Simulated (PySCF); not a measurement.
**Relaxation of singlet BrOCl₃**

These are results of B3LYP/[Br def2-SVP, O def2-SVP, Cl def2-SVP], no relativity, density fitting, PySCF, not measurements. A (50,194) grid was used.

A hand-made see-saw (ligand arrangement 2) start, of Cs symmetry, held to at least that symmetry:

```xyz
5
charge 0 multiplicity 1, angstrom
Br    0.0000   -0.2390   -0.5031
O     0.0000   -1.8927   -0.3584
Cl    0.0000    1.8829   -0.3175
Cl    1.6785   -0.2390    0.8083
Cl   -1.6785   -0.2390    0.8083
```

Task: What forces act on the atoms at the start (eV/Å)?

Result: 
| atom | Fx | Fy | Fz |
| --- | --- | --- | --- |
| Br1 | 0.00 | -5.87 | -2.48 |
| O2 | 0.00 | -0.24 | -1.37 |
| Cl3 | 0.00 | 4.96 | 0.05 |
| Cl4 | 2.98 | 0.57 | 1.90 |
| Cl5 | -2.98 | 0.57 | 1.90 |

Task: What does it relax to?

Result: It ends at Cs with Br–Cl 2.319 Å, Br–Cl 2.404 Å (×2), Br–O 1.617 Å; Cl–Br–Cl 93.3° (×2), Cl–Br–Cl 161.7°, Cl–Br–O 96.9° (×2), Cl–Br–O 109.3° (after a last refinement on a finer grid). A frequency run shows a minimum. Other isomers or separated fragments may lie lower.

Task: How much energy is released, and in how many steps?

Result: 244.0 kJ/mol in 29 steps.

The relaxation took about 5 core-minutes on a shared host.
